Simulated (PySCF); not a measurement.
**How methods differ on the excitation energy of Al**

Al [Ne] 3s2 3p1 (2P) → Al [Ne] 3s2 3d1 (2D), as a difference of total energies. Calculation: PySCF 2.14, in aug-cc-pV(D+d)Z; the non-relativistic Hamiltonian (point nucleus). Correlated levels: valence: [Ne] frozen. The calculations carry no spin-orbit coupling.

```csv
method,excitation energy (eV)
UHF,4.993
LDA,4.510
PBE0,4.634
r2SCAN,4.719
wB97X-V,5.020
r2SCANh,4.758
B97-3,4.617
LC-wPBE,5.144
MP2 (valence),4.986
```

Estimate what SCS-MP2 (valence) gives.

4.963 eV, closest to MP2 (valence) among the rows shown.

Estimate what PBE gives.

4.444 eV, closest to LDA among the rows shown.

Errors of the correlated levels include the incompleteness of this basis and the frozen core.

The promoted electron is Rydberg-like, and one or two diffuse shells describe it only roughly, which tends to raise the upper state.

In the upper state the promoted electron has a positive orbital energy at LDA, PBE, r2SCAN, r2SCANh, so the basis confines it.

For comparison: 4.012 eV (measured; NIST levels, between the centres of gravity of the two terms).
